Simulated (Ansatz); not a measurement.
disilylmethane (CH$_{8}$Si$_{2}$), singlet, at a GFN2-xTB geometry; MP2/cc-pVDZ (Ansatz, an electronic-structure program).

Ansatz was given this input:
Ansatz 0.2 input:
```yaml
crystal:
  periodic: [false, false, false]
  atoms:
    - {symbol: Si, position_ang: [1.46950070, 0.67524300, -0.00431472]}
    - {symbol: C, position_ang: [0.24995850, -0.77336248, -0.14074454]}
    - {symbol: Si, position_ang: [-1.58286457, -0.32449931, 0.06814671]}
    - {symbol: H, position_ang: [2.83970087, 0.18299439, -0.18517777]}
    - {symbol: H, position_ang: [1.18101404, 1.66895244, -1.04054280]}
    - {symbol: H, position_ang: [1.35867644, 1.29737643, 1.31671504]}
    - {symbol: H, position_ang: [0.51380546, -1.52489859, 0.60468436]}
    - {symbol: H, position_ang: [0.38453397, -1.25453083, -1.11051382]}
    - {symbol: H, position_ang: [-1.98252766, 0.63279647, -0.96544211]}
    - {symbol: H, position_ang: [-1.80486526, 0.26122046, 1.39181573]}
    - {symbol: H, position_ang: [-2.40299462, -1.53414758, -0.06071914]}
basis:
  gaussian:
    orbitals: cc-pVDZ
magnetization: {spin_polarized: false}
correlation: {method: mp2, electrons: outside_noble_gas}
accuracy: high
```

Output, abridged:

```
Functional definition: HF
2204 factors; integrals over basis functions are off by at most 3.6e-9 eV
mean field evaluation 1: about -16879.6222 eV, gradient 2.2e1 eV
mean field evaluation 2: about -16879.6772 eV, gradient 2.2e1 eV
mean field evaluation 4: about -16881.4743 eV, gradient 2.8e0 eV
mean field evaluation 8: about -16881.5054 eV, gradient 2.9e-4 eV
mean field -16881.50544241 eV, -620.3838823132 hartree, gradient 3.0e-8 eV, S^2 0.000000; 0 other end points of the search recorded, 0 dependent functions left out
11 core orbitals not correlated
reference -16881.50544241 eV, -620.3838823132 hartree; 10, 10 occupied and 69, 69 virtual orbitals, 2204 factors
second order -9.76183625 eV of doubles, -0.00000000 eV of singles
Total energy: -16891.26727866 eV, -620.7426231784 hartree
```
